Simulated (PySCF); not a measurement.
Chain-length series, silicon-germanium chain methyl/methyl (end groups after the name). All species are isolated molecules in the gas phase. One relaxed conformer stands for each flexible species; it need not be the lowest. Strings in code marks are SMILES.

The brightest of the four lowest singlets (TDA) from two functionals at the same geometries (B3LYP-D3(BJ)/def2-SVP), both in PySCF: PBE-D3(BJ)/def2-TZVP and M06-2X/def2-TZVP. Excitations are Tamm–Dancoff values on a coarser integration grid. The basis has no diffuse functions, so Rydberg states are missing or too high.

```
species                                                 PBE-D3(BJ)/def2-TZVP (eV)  M06-2X/def2-TZVP (eV)
------------------------------------------------------  -------------------------  ---------------------
n = 1 (`C[SiH2][GeH2][CH3]` (C–Si–Ge–C torsion 179°))                        7.04                   7.95
n = 2 (`C[SiH2][GeH2][SiH2][GeH2][CH3]`)                                     5.79                   6.25
n = 3 (`[GeH2]([SiH2][GeH2][CH3])[SiH2][GeH2][SiH2]C`)                       5.14                   5.63
```

Over these rows, drawn at random from the members with no instability flagged (it was tested for open shells, ions and some series alone), PBE minus M06-2X: mean -0.62 eV, from -0.91 eV to -0.46 eV.
